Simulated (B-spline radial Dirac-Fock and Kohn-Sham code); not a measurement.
# The Mg-like isoelectronic sequence (12 electrons), Z = 28 to 36

These are calculated numbers from a B-spline atomic structure program; the model is relaxed Dirac-Fock hole states (ΔSCF) with Breit and QED corrections and a finite nucleus. Binding energies in eV, tabulated ground configurations ([Ne] 3s2 throughout). No correlation.

```csv
ion,1s,2s,2p1/2,2p3/2,outermost level,NIST ionisation energy
Ni¹⁶⁺,8942.2,1592.8,1454.8,1437.2,566.8 (3s),571.07 ± 0.12
Cu¹⁷⁺,9659.0,1746.6,1602.4,1581.7,628.5 (3s),632.5 ± 0.6
Zn¹⁸⁺,10404.6,1907.7,1757.2,1733.0,693.4 (3s),697.5 ± 0.7
Ga¹⁹⁺,11179.1,2076.2,1919.2,1891.2,761.4 (3s),765.7 ± 0.9
Ge²⁰⁺,?,?,?,?,?,?
As²¹⁺,12815.5,2435.0,2265.3,2228.1,907.1 (3s),911.7 ± 1.1
Se²²⁺,13677.6,2625.6,2449.3,2406.8,984.8 (3s),989.6 ± 1.3
Br²³⁺,14569.2,2823.6,2640.8,2592.4,1065.7 (3s),1070.6 ± 1.4
Kr²⁴⁺,15490.5,3029.1,2839.7,2784.8,1149.8 (3s),1155 ± 1.6
```

**Question.** Fill in the row of Ge²⁰⁺.

**Answer.** 1s 11982.7, 2s 2251.9, 2p1/2 2088.6, 2p3/2 2056.2, outermost 832.7 (3s), NIST 837.1 ± 1 eV.

NIST's values are for the lowest levels; a dash marks a value that is missing or belongs to another shell. Their kind here: semi-empirical.
